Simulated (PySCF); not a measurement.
Geometry:
```
atom   x (Å)   y (Å)   z (Å)
  C1  -2.065  -1.026  -0.536
  C2  -0.970  -0.027  -0.846
  N3   0.085   0.078   0.189
 Al4  -0.723   0.796   1.985
  C5   0.682  -1.237   0.541
  C6   1.332  -2.014  -0.591
  C7   1.155   1.004  -0.261
  C8   0.719   2.437  -0.494
  H9  -2.856  -0.935  -1.294
 H10  -1.711  -2.067  -0.552
 H11  -2.519  -0.835   0.448
 H12  -1.418   0.972  -0.937
 H13  -0.497  -0.259  -1.818
 H14   0.624   1.370   2.659
 H15  -1.809   1.867   1.473
 H16  -1.320  -0.546   2.642
 H17  -0.109  -1.837   1.010
 H18   1.416  -1.036   1.337
 H19   2.194  -1.492  -1.031
 H20   0.624  -2.249  -1.399
 H21   1.701  -2.971  -0.194
 H22   1.604   0.601  -1.186
 H23   1.929   0.983   0.520
 H24   0.261   2.877   0.404
 H25   0.009   2.537  -1.327
 H26   1.607   3.036  -0.746
```

Geometry: PBE0-D3(BJ)/def2-SVP; GIAO shifts from PySCF 2.14, gas phase, non-relativistic, averaged over equivalent atoms.

At PBE/pcSseg-1 (233 basis functions, 72 s wall time on 1 thread of an Arm Neoverse V1, shared host):
```json
{"atoms": "C2/C5/C7", "δ (ppm)": "51.2"}
{"atoms": "C1/C6/C8", "δ (ppm)": "10.2"}
{"atoms": "N3", "δ (ppm)": "73.0"}
{"atoms": "Al4", "δ (ppm)": "85.4"}
{"atoms": "H14/H15/H16", "δ (ppm)": "4.15"}
{"atoms": "H12/H13/H17/H18/H22/H23", "δ (ppm)": "2.83"}
{"atoms": "H9/H10/H11/H19/H20/H21/H24/H25/H26", "δ (ppm)": "1.22"}
```

δ = σ(ref) − σ, references computed at the same level: 13C (σ = 180.03 ppm), 1H (σ = 31.20 ppm) vs TMS; 15N (σ = 265.06 ppm) vs NH3; 27Al (σ = 482.86 ppm) vs AlH4-.

Q: Predict the values at PBE0/pcSseg-1 on the same geometry.

A: 
| atoms | δ at PBE0/pcSseg-1 | change |
| --- | --- | --- |
| C2/C5/C7 | 49.0 | -2.2 |
| C1/C6/C8 | 10.1 | -0.1 |
| N3 | 61.7 | -11.3 |
| Al4 | 77.6 | -7.8 |
| H14/H15/H16 | 3.99 | -0.16 |
| H12/H13/H17/H18/H22/H23 | 2.68 | -0.15 |
| H9/H10/H11/H19/H20/H21/H24/H25/H26 | 1.22 | +0.00 |

Referencing at the same level of theory: 13C (σ = 184.41 ppm) and 1H (σ = 31.27 ppm) against TMS; NH3 for 15N (σ = 265.67 ppm); AlH4- for 27Al (σ = 489.28 ppm).

The largest change is at N3 (donor nitrogen of a Lewis adduct). Cost: 233 basis functions, 51 s wall time on 1 thread of an Arm Neoverse V1, shared host.

The carbons averaged at δ 10.2 differ by 8 ppm in this conformer. Experimental scales use liquid or dissolved standards, which lie at an offset from isolated NH3 (liquid NH3: subtract about 20 ppm).
